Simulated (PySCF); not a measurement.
**Magnetisability: `C#C[C@@H]1C=CN(B)CC1`, C₇H₁₀BN**

Cartesian coordinates in Å; atom numbers follow the order of the lines, from 1:
```xyz
19

B    -2.9378   -0.0469    0.3554
N    -1.6014   -0.1841    0.0015
C    -1.0003    0.5800   -0.9940
C     0.3038    0.6073   -1.2518
C     1.3138   -0.1470   -0.4269
C     2.4917    0.6725   -0.1997
C     3.4500    1.3631   -0.0104
C     0.6609   -0.5482    0.9011
C    -0.7104   -1.1551    0.6174
H    -3.3690   -0.7178    1.2128
H    -3.6041    0.7318   -0.2098
H    -1.6898    1.1759   -1.5735
H     0.6862    1.2153   -2.0564
H     1.6330   -1.0495   -0.9696
H     4.2955    1.9614    0.1542
H     1.2848   -1.2656    1.4361
H     0.5420    0.3396    1.5261
H    -0.5905   -2.0112   -0.0604
H    -1.1683   -1.5124    1.5406
```

Computed with PySCF, GIAO PBE0/pcSseg-1 magnetisability, rotational g tensor and spin-rotation constants, non-relativistic, gas phase. Geometry: GFN2-xTB.

(1) How diamagnetic is it, and how anisotropic?

(2) Split it along the inertial axes a, b, c into diamagnetic and paramagnetic parts about the centre of mass, with the quadrupole moment.

(3) And the rotational g tensor?

Results:

(1) Isotropic -1283 × 10⁻³⁰ J/T², or -77.3 × 10⁻⁶ cm³/mol; principal values -1444, -1232, -1172 × 10⁻³⁰ J/T², anisotropy 248 × 10⁻³⁰ J/T² (root of half the summed squared differences of the principal values). The susceptibility is in cgs units.

(2) 
```csv
axis,χ (10⁻⁶ cm³/mol),diamagnetic (10⁻⁶ cm³/mol),paramagnetic (10⁻⁶ cm³/mol),summed x² of all electrons (Å²),quadrupole Θ (D Å)
a,-77.9,-408.3,330.5,266.1,-4.44
b,-71.1,-1246.4,1175.3,68.5,+4.43
c,-82.8,-1419.5,1336.7,27.7,+0.01
```
Anisotropies 2χaa − χbb − χcc = -1.9 and 2χbb − χaa − χcc = +18.6 × 10⁻⁶ cm³/mol. Θ is traceless in Buckingham's convention.

(3) 
| axis | rotational constant (GHz) | g | nuclear part | electronic part |
| --- | --- | --- | --- | --- |
| a | 4.3469 | -0.0367 | 0.6382 | -0.6748 |
| b | 1.0390 | -0.0146 | 0.5590 | -0.5737 |
| c | 0.9108 | -0.0067 | 0.5653 | -0.5719 |

Asymmetric top; isotopes 11B, 12C, 1H, 14N; no vibrational averaging.
